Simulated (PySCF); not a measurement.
**SMILES Nc1cccc(O)c1, C₆H₇NO**

Geometry:
```
atom   x (Å)   y (Å)   z (Å)
  N1   2.408   0.156   1.138
  C2   1.101   0.246   0.709
  C3   0.291   1.330   1.098
  C4  -1.009   1.430   0.619
  C5  -1.540   0.475  -0.247
  C6  -0.737  -0.603  -0.633
  O7  -1.180  -1.570  -1.466
  C8   0.570  -0.718  -0.159
  H9   2.645   0.669   1.976
 H10   2.841  -0.757   1.087
 H11   0.691   2.091   1.772
 H12  -1.629   2.275   0.927
 H13  -2.565   0.562  -0.618
 H14  -2.088  -1.371  -1.716
 H15   1.169  -1.571  -0.485
```

Computed, not measured: quadratic response CAM-B3LYP/aug-cc-pVDZ first hyperpolarisability, Taylor convention, gas phase (PySCF). Geometry: PBE0-D3(BJ)/def2-SVP.

**Question.** Give the tensor of the second harmonic β(−2ω;ω,ω) at 1064 nm in the axes of these coordinates.

**Answer.** In au, Taylor convention; rows are the first index (the induced dipole):
```csv
,xx,yy,zz,xy,xz,yz
x,+307.9,-76.7,+22.2,-32.9,+96.2,-55.6
y,-35.0,-98.7,-83.3,-76.1,-52.9,-50.5
z,+96.9,-51.6,-104.8,-53.0,+20.7,-82.0
```
Norm of βᵢ = ⅓ Σⱼ (βᵢⱼⱼ + βⱼᵢⱼ + βⱼⱼᵢ): 336.9 au, hyper-Rayleigh value 169.7 au.
